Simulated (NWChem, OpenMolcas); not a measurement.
# Exact exchange and the dipole moment of AgH

AgH: 2 atoms, total charge 0, spin state singlet. SMILES: `[AgH]`. The bond length is the measured one.

The dipole moment y, in D, basis def2-TZVPP with a core potential; a is the functional's share of exact exchange. Programs: NWChem 7.3.0, OpenMolcas 26.06.

```
functional     program     a  y (D)
      TPSS      NWChem     0   2.64
       PBE  OpenMolcas     0   2.37
     B3LYP  OpenMolcas   0.2   2.68
      PBE0      NWChem  0.25      ?
     BHLYP      NWChem   0.5   3.24
```

Problem. Fit y = c + s·a to the known rows and predict PBE0.

Solution. 
1. Means of the 4 rows: a = 0.1750, y = 2.732.
2. Σ(Δa)² = 0.1675, Σ(Δa·Δy) = 0.24325, so the slope is 0.24325/0.1675 = 1.4522.
3. Intercept: 2.732 − (1.4522) × 0.1750 = 2.478. The largest residual of the fit is 0.16.
4. PBE0: 2.478 + (1.4522) × 0.25 = 2.84 D.

The run gave 2.87 D, so the prediction is off by -0.03 D, within the scatter of the fit. More exact exchange makes the molecule more polar here. The rows mix families of semi-local functionals, which the line can't see.
